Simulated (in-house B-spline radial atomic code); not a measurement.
**RPA and G0W0 on TPSS: the caesium ion Cs⁸⁺**

Configuration [Kr] 4d10 5s1, highest spin, mean-field start TPSS. Computed with a B-spline radial code for spherical atoms: all electrons, scalar-relativistic (spin-free one-electron X2C), finite nucleus, each spin shell either full or empty, empty states to l = 9 with an (l + 1/2)⁻⁴ tail; G0W0 by contour deformation at full frequency.

Command:
```bash
python run_gw.py task.json out
```
Settings (radii: box in bohr, nucleus in fm):
```
Z                        55
electrons                47
configuration            [Kr] 4d10 5s1
hamiltonian              x2c
method                   tpss,tpss
lmax                     9
rms_radius               4.8041
spin_polarised           True
box_radius               7.7
intervals                66
ion_configuration        [Kr] 4d10
```

Cost of the run: 9.6 s on 1 thread of Arm Neoverse N1, on a shared host.

Energies (hartree):

```tsv
term	value
mean-field total	-7770.24461
Hartree-Fock functional on these orbitals	-7767.80779
direct second order	-4.2835
second-order exchange	1.1825
SOSEX correction	1.1132
```

(1) What is the RPA correlation energy, and what remains with SOSEX?

Quasi-particle levels (eV):

| level | occupied | mean field | Σx - vxc | Σc | QP weight | G0W0 |
| --- | --- | --- | --- | --- | --- | --- |
| 5s up | yes | -119.29 | -4.76 | ? | ? | ? |
| 4d down | yes | -179.61 | -13.49 | 0.40 | 0.963 | -192.71 |
| 4d up | yes | -180.05 | -13.47 | 0.44 | 0.949 | -193.08 |
| 5s down | no | -117.53 | 9.62 | -3.30 | 0.965 | -111.20 |

G0W0 = mean field + (Σx - vxc) + Σc, with Σc (partial-wave tail included) taken at the quasi-particle energy. Only the outer levels were computed. Levels of low weight are left out.

(2) Where does G0W0 put 5s up?

(3) What does it cost to remove one electron (to [Kr] 4d10) by differences of total energies, each species on its own start (correlation terms add to the Hartree-Fock functional)?

Answers

(1) RPA gives -3.8307 hartree (-2.22 eV per electron); RPA + SOSEX gives -2.7175, and the second-order doubles -3.1011 hartree (no singles). SOSEX takes back 29 % of the RPA value.

(2) At -126.58 eV, with Σc = -2.53 eV and a quasi-particle weight of 0.976. The tabulated removal energy is 125.61 ± 0.09 eV (NIST, semi-empirical); the calculation leaves out spin-orbit coupling, Breit and QED terms, and what these don't explain is the method's own error.

(3) TPSS 126.03 eV, Hartree-Fock functional 123.81 eV, + RPA 126.33 eV, + RPA + SOSEX 125.54 eV, + second order 126.59 eV. Tabulated: 125.61 ± 0.09 eV (NIST, semi-empirical); the calculation leaves out spin-orbit coupling, Breit and QED terms, and what these don't explain is the method's own error.
